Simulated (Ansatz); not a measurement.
```yaml
crystal:
  periodic: [false, false, false]
  atoms:
    - {symbol: Ca, position_ang: [-1.111074, -1.103694, -3.364376]}
    - {symbol: O, position_ang: [-1.130988, -1.125628, -1.144902]}
    - {symbol: Ca, position_ang: [-1.177374, -1.173963, 1.124937]}
    - {symbol: O, position_ang: [-1.054323, -1.053488, 3.344896]}
    - {symbol: O, position_ang: [-1.057130, 1.057497, -3.342707]}
    - {symbol: Ca, position_ang: [-1.175230, 1.178411, -1.122505]}
    - {symbol: O, position_ang: [-1.124384, 1.129910, 1.147223]}
    - {symbol: Ca, position_ang: [-1.099988, 1.107879, 3.366623]}
    - {symbol: O, position_ang: [1.050329, -1.057975, -3.344697]}
    - {symbol: Ca, position_ang: [1.172908, -1.178623, -1.124725]}
    - {symbol: O, position_ang: [1.126698, -1.129733, 1.145061]}
    - {symbol: Ca, position_ang: [1.106892, -1.107394, 3.364490]}
    - {symbol: Ca, position_ang: [1.104230, 1.103219, -3.366744]}
    - {symbol: O, position_ang: [1.128628, 1.125443, -1.147374]}
    - {symbol: Ca, position_ang: [1.179649, 1.174155, 1.122289]}
    - {symbol: O, position_ang: [1.061167, 1.053983, 3.342522]}
basis:
  gaussian: {orbitals: def2-TZVP, initial_orbitals: start.molden}
total_charge: -1
magnetization: {spin_polarized: true, initial_magnetization: 1}
hamiltonian: {xc: pbe0, dispersion: d4}
scf: {omitted_lower_state_checks: [starts]}
output: {orbitals: {seedname: orbitals}}
```

The file start.molden holds the orbitals of an earlier run on this structure, at another level or in another basis.

```sh
$ ansatz run in.yaml --threads 4 --pin off --events-out ev --progress --plain --max-ram 6963MiB
```

(1) Does this run fit into the memory that it is given?

Answers

(1) No. It has 536 basis functions, and Ansatz plans for 15 GiB where 7 GiB are given.
